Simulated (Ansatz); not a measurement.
```yaml
crystal:
  periodic: [false, false, false]
  atoms:
    - {symbol: C, position_ang: [-0.563988, 2.432564, -1.445328]}
    - {symbol: O, position_ang: [-1.315641, 1.536128, -0.672177]}
    - {symbol: Zn, position_ang: [-0.670239, 0.201921, 0.275455]}
    - {symbol: O, position_ang: [-0.202449, -1.135447, 1.311071]}
    - {symbol: Si, position_ang: [0.736776, -2.458002, 1.367712]}
    - {symbol: H, position_ang: [-0.012793, 1.936732, -2.255018]}
    - {symbol: H, position_ang: [0.157321, 3.007268, -0.849588]}
    - {symbol: H, position_ang: [-1.252435, 3.147965, -1.906980]}
    - {symbol: H, position_ang: [0.309733, -3.316665, 2.504119]}
    - {symbol: H, position_ang: [2.170623, -2.096284, 1.560769]}
    - {symbol: H, position_ang: [0.643101, -3.256180, 0.109965]}
basis:
  gaussian: {orbitals: LANL2DZ}
hamiltonian: {xc: {name: PBE}, dispersion: d4}
scf: {lower_state_search: off}
output: {forces: true}
```

```sh
$ ansatz run in.yaml --threads 2 --pin off --events-out ev --progress --plain --max-ram 22528MiB --backend cpu
```

**Question.** How does Ansatz answer? (Best estimate.)

**Answer.** Ansatz gave: The input was rejected before any iteration.
```
Error: <dir> can't be read: No such file or directory (os error 2)
```
